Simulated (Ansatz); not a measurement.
Harmonic frequencies (cm⁻¹) at PBE0-D4/def2-TZVP from Ansatz: 106, 156, 187, 259, 294, 302, 341, 366, 382, 535, 619, 683, 726, 730, 810, 898, 1563, 1571, 2133, 3459, 3619, 3620, 3710, 3710.

Each molecule was computed in one conformer, which needn't be the lowest.

Problem. Which molecule is it?
A. `NC#[C][AlH][NH2]`
B. `C#[C][Al]([NH2])[NH2]`
C. `C[As](N)N`
D. `OCS[SiH3]`

Solution. B.
